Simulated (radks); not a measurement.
Spherical jellium clusters: N electrons in a uniform positive sphere of charge N and radius rs N^(1/3), rs = 4.99 bohr. Method: non-relativistic Kohn-Sham, LDA (Slater exchange, Perdew-Wang correlation), spin-polarised, spherical densities; computed with a radial shooting solver with Libxc functionals. Levels are named by radial order and angular momentum (1s, 1p, 1d, 2s, ...), and open shells are averaged over m.

N = 17, configuration 1s2 1p6 1d(up 5, down 4). This is the lowest configuration that the search found. Occupied and some empty levels:

| level | occupation | eigenvalue (eV) | <r> (bohr) |
|---|---|---|---|
| 1s up | 1 | -3.8974 | 7.840 |
| 1s down | 1 | -3.8505 | 7.756 |
| 1p up | 3 | -3.3255 | 9.399 |
| 1p down | 3 | -3.2663 | 9.388 |
| 1d up | 5 | -2.6208 | 10.43 |
| 1d down | 4 | -2.5599 | 10.45 |
| 2s up | 0 | -2.3258 | 8.443 |
| 2s down | 0 | -2.2995 | 8.497 |
| 1f up | 0 | -1.7993 | 11.33 |
| 1f down | 0 | -1.7416 | 11.37 |
| 2p up | 0 | -1.3516 | 10.38 |
| 2p down | 0 | -1.3217 | 10.41 |

Energy (eV): total -31.0313, kinetic 19.914, external -730.37, Hartree 363.36, exchange-correlation -51.683, background 367.75.

Electron density:

| r (bohr) | n(r) (e/bohr^3) |
|---|---|
| 0.405 | 0.0009395 |
| 1.93 | 0.001051 |
| 3.46 | 0.001324 |
| 4.99 | 0.001738 |
| 6.52 | 0.002182 |
| 8.05 | 0.002426 |
| 9.57 | 0.002203 |
| 11.1 | 0.001495 |
| 12.6 | 0.0007077 |
| 14.2 | 0.0002440 |
| 15.7 | 0.00006947 |
| 17.2 | 0.00001783 |
| 18.7 | 4.258e-06 |
| 20.3 | 9.807e-07 |
